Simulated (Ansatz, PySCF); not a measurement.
Gas-phase reaction (SMILES): [NH2][Al]([NH2])[Cl] + Cl (HCl) -> [NH2][Al]([Cl])[Cl] + N (NH3); hydrogen chloride cleaves one Al-N bond, a model of a ligand-exchange step.

Each molecule is optimised on its own at B3LYP-D3(BJ)/def2-TZVP (Ansatz, a first-principles code), one conformer each, not searched for the lowest. Cores are frozen in the correlated levels unless marked. Spin-orbit coupling is left out. Non-relativistic. CBS marks a two-point X^-3 extrapolation of the correlation energy; Hartree-Fock from the larger set. Thermal terms are rigid-rotor harmonic-oscillator values from B3LYP-D3(BJ) frequencies (Ansatz or PySCF) at 298.15 K and 1 atm. 1 Eh = 627.5095 kcal/mol.

```
species               E, CCSD(T)/CBS(aug-cc-pV(T+d)Z,aug-cc-pV(Q+d)Z) (Ansatz) (Eh)  E, r2SCAN-D4/def2-TZVPD (Ansatz + dftd4) (Eh)  H - E (Eh)
--------------------  -------------------------------------------------------------  ---------------------------------------------  ----------
[NH2][Al]([NH2])[Cl]                                                     -813.75592                                     -814.65525     0.06019
Cl (HCl)                                                                 -460.37804                                     -460.78611     0.01000
[NH2][Al]([Cl])[Cl]                                                     -1217.65882                                    -1218.92296     0.03578
N (NH3)                                                                   -56.50411                                      -56.54744     0.03799
```

Q: Work out ΔE and ΔH at 298.15 K at the first level, then ΔH at the second.

A: 
1. ΔE = [(-1217.65882) + (-56.50411)] - [(-813.75592) + (-460.37804)] = -0.02897 Eh = -18.2 kcal/mol at CCSD(T)/CBS(aug-cc-pV(T+d)Z,aug-cc-pV(Q+d)Z).
2. The terms H - E add up to 0.00358 Eh, so ΔH = (-0.02897 + (0.00358))×627.5095 = -15.9 kcal/mol.
3. At r2SCAN-D4/def2-TZVPD the same steps give ΔE = -18.2 and ΔH = -16.0 kcal/mol, a shift of -0.1 from the first level.
4. These values are not checked against measurement here, since the tables used lack a sound gas-phase enthalpy of formation for at least one species.
